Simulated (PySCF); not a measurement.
Numbering as in the mapped SMILES `[CH3:1]/[C:2](=[N:3]\[CH2:4][SiH3:5])[C:6]([F:7])([F:8])[F:9]`. Each H is labelled by its parent atom.

PySCF 2.14.0 with density-fitted response routines calculation with geometry: GFN2-xTB and σ from GIAO-PBE0/pcSseg-1; one computed conformer, relativity neglected, isolated molecule, one averaged value for each set of equivalent atoms.

δ = σ(ref) − σ, references computed at the same level: 13C (σref 186.93) and 1H (σref 31.72) and 29Si (σref 349.16) vs TMS; NH3 for 15N (σref 267.73); 19F (σref 170.95) vs CFCl3.

| atoms | nucleus | count | δ (ppm) |
| --- | --- | --- | --- |
| C2 | 13C | 1 | 157.1 |
| C1 | 13C | 1 | ? |
| Si5 | 29Si | 1 | -71.9 |
| H(Si5) | 1H | 3 | 3.89 |
| C4 | 13C | 1 | 40.8 |
| H(C1) | 1H | 3 | ? |
| H(C4) | 1H | 2 | ? |
| N3 | 15N | 1 | 389.1 |
| F7/F8/F9 | 19F | 3 | -91.0 |
| C6 | 13C | 1 | 129.6 |

Estimate the values marked ?.

## Answers


- C1: 11.0 ppm, methyl carbon; saturated and bonded to C and H only
- H(C4): 3.96 ppm, hydrogen on an sp3 CH2 bonded to N and Si; its carbon carries N, an electronegative neighbour
- H(C1): 2.05 ppm, hydrogen on a methyl carbon

Shifts are as computed. Against solution values, carbons near 30 ppm lie about +3 ppm off and those near 130 ppm about +5 ppm. Of 1211 compounds with measured shifts, 218 miss one by over three times the rms of a fit or turn the order of signals round; such compounds aren't used in these exercises. Unscaled 19F shifts against computed CFCl3 carry errors that often reach 10 to 50 ppm. Experimental scales use liquid or dissolved standards, which lie at an offset from isolated NH3 (liquid NH3: subtract about 20 ppm). Unscaled 15N shifts of sp2 nitrogen come out 20 to 40 ppm too high even then.
